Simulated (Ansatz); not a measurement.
Compare A (`CC[SiH](O)F`) with its isomer B (`CO[SiH2]CF`).

Calculated with Ansatz (gas phase, PBE0-D4/def2-TZVP geometries, no zero-point term in ΔE). CCSD(T)/CBS adds triple-zeta CCSD(T) − MP2 to the extrapolated MP2 energy (def2 sets, frozen cores). DFT in def2-TZVPP. One conformer a species, not always the lowest.

**Question.** Which is lower in electronic energy at CCSD(T)/CBS, and by how much? (An estimate is asked.)

**Answer.** The calculation gave: A, by 77.5 kcal/mol.

**Question.** Give E(B) − E(A) in kcal/mol with r2SCAN-D4, MP2/def2-TZVPP, CCSD(T)/def2-TZVPP, CCSD/def2-TZVPP, PBE-D4, HF/def2-TZVPP, PBE0-D4. (Best estimate.)

**Answer.** Ansatz gave: r2SCAN-D4 75.6, MP2/def2-TZVPP 80.0, CCSD(T)/def2-TZVPP 76.2, CCSD/def2-TZVPP 76.2, PBE-D4 72.0, HF/def2-TZVPP 73.5, PBE0-D4 74.3. None reverses the order clearly.

Largest T1 diagnostic: 0.011.

In def2-TZVPP, CCSD(T) changes the Hartree–Fock value by +2.7 kcal/mol (the triples alone add −0.1 kcal/mol) and MP2 by +6.6 kcal/mol. From PBE to PBE0 (25 % exact exchange), in def2-TZVPP and without D4, E(B) − E(A) moves by +2.3 kcal/mol.
